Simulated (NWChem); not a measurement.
System: TiH4S2; SMILES [SH][TiH2][SH]

Here is an NWChem input.

```
start job
memory heap 200 mb stack 900 mb global 1100 mb
geometry units angstroms noautosym nocenter noautoz
  Ti     0.383183    -0.137601    -0.110754
  H      1.729220    -0.101846    -1.127854
  H      0.903375    -0.001076     1.490331
  S     -0.999344     1.570595    -0.546274
  H     -0.744620     1.795394     0.778084
  S     -0.541953    -2.173634    -0.284754
  H      0.753679    -2.585389    -0.191364
end
basis spherical
  * library pcsseg-1
end
dft
  xc pbe0
  iterations 150
end
property
  shielding
end
task dft property
```

All runs use the structure optimised with PBE0/def2-SVP.

GIAO values for the isolated, static molecule; σ is the absolute isotropic shielding, δ = σ(reference) − σ with the isolated reference molecule computed at the same levels (1H: tetramethylsilane).

Atoms are numbered as in the input.

Task: Predict the main results of this run. (PBE0/pcSseg-1, GIAO.) Quantities: σ Ti1 (ppm); δ H2 (ppm); δ H3 (ppm); σ S4 (ppm); δ H5 (ppm); σ S6 (ppm); δ H7 (ppm).

Result: 
```yaml
"σ Ti1 (ppm)": -2201.5
"δ H2 (ppm)": 7.59
"δ H3 (ppm)": 7.96
"σ S4 (ppm)": -106.9
"δ H5 (ppm)": 5.72
"σ S6 (ppm)": -97.8
"δ H7 (ppm)": 7.35
```
